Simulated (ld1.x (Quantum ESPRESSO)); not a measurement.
Transferability test, PAW potential for Tc (Z = 43)

* Element: Tc
* Generator: ld1.x (Quantum ESPRESSO) 7.5
* Type: PAW
* Functional: PBE
* Relativity: fully relativistic
* Frozen core: [Ar] 3d10
* Valence charge: 15
* Reference configuration: 4s2 4p6 4d5 5s2 5p0
* Partial waves: 4s (bound): rcut 1.35, rcutus 1.55 bohr; 5s (bound): rcut 1.35, rcutus 1.55 bohr; 4p (bound): rcut 1.60, rcutus 1.85 bohr; 5p (bound, empty): rcut 1.60, rcutus 1.85 bohr; 4d (bound): rcut 1.25, rcutus 1.40 bohr; 4d channel at 0.65 Ry: rcut 1.25, rcutus 1.40 bohr
* Local potential: all-electron potential smoothed inside 1.15 bohr (lloc = -1)
* Core correction: Bessel-smoothed model core inside 1.15 bohr
* Augmentation charge: BESSEL, radius 1.05 bohr

Open shells are filled in proportion to 2j + 1 (rel_dist='average').

Energies are relative to the spin-unpolarised reference configuration 4s2 4p6 4d5 5s2 5p0; without spin polarisation the order of configurations can differ from experiment. Not all tests gave a result: test run stopped at test 6 of 7 (negative rho).

(1) Give the all-electron excitation energy and the error of the potential for: 4s2 4p6 4d5 5s1 5p0; 4s2 4p6 4d5 5s0 5p0; 4s2 4p6 4d4 5s0 5p0; 4s2 4p6 4d5.5 5s1.5 5p0; 4s1 4p6 4d5 5s2 5p0.

Levels in the configuration 4s2 4p6 4d5.5 5s1.5 5p0:

| level | all-electron (eV) | pseudo (eV) |
| --- | --- | --- |
| 4s j=1/2 | -71.754 | -71.757 |
| 4p j=1/2 | -45.820 | -45.823 |
| 4p j=3/2 | -42.894 | -42.896 |
| 4d j=3/2 | -5.686 | -5.686 |
| 4d j=5/2 | -5.413 | -5.414 |
| 5s j=1/2 | -4.595 | -4.595 |

The ghost test of this file was not conclusive.

Answers

(1)

| valence configuration | charge | ΔE all-electron (eV) | error AE − PS (meV) |
| --- | --- | --- | --- |
| 4s2 4p6 4d5 5s1 5p0 | +1 | 8.154 | 0.0 |
| 4s2 4p6 4d5 5s0 5p0 | +2 | 23.005 | +0.3 |
| 4s2 4p6 4d4 5s0 5p0 | +3 | 51.708 | +2.3 |
| 4s2 4p6 4d5.5 5s1.5 5p0 | 0 | -0.634 | +0.2 |
| 4s1 4p6 4d5 5s2 5p0 | +1 | 79.929 | +24 |
